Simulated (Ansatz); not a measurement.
Spectroscopic constants of GeP, multiplicity 4 (an upper state: multiplicity 2 came lower at CCSD(T)/def2-TZVPP on PBE0 minima). No spin–orbit coupling. Ge is treated without relativity.

The constants come from a fifth-degree fit in 1/R (seven points, main isotopes). Runs in def2 and cc sets follow the lowest solution found near the PBE0 minimum.

Correlated levels freeze the inner cores; with def2 sets outer-core shells near the valence are correlated too.

The values were computed with Ansatz (Gaussian basis) for Hartree–Fock, density functionals and correlated methods. 

Q: What bond length and harmonic frequency does wB97X-V/def2-TZVPP give?

A: r_e = 2.414 Å, ω_e = 337 cm⁻¹.

Q: What bond length and harmonic frequency does CCSD/def2-TZVPP give?

A: r_e = 2.429 Å, ω_e = 327 cm⁻¹.

Q: What bond length and harmonic frequency does CCSD(T)/def2-TZVPP give?

A: r_e = 2.436 Å, ω_e = 322 cm⁻¹.

Ansatz is a program for electronic structure.
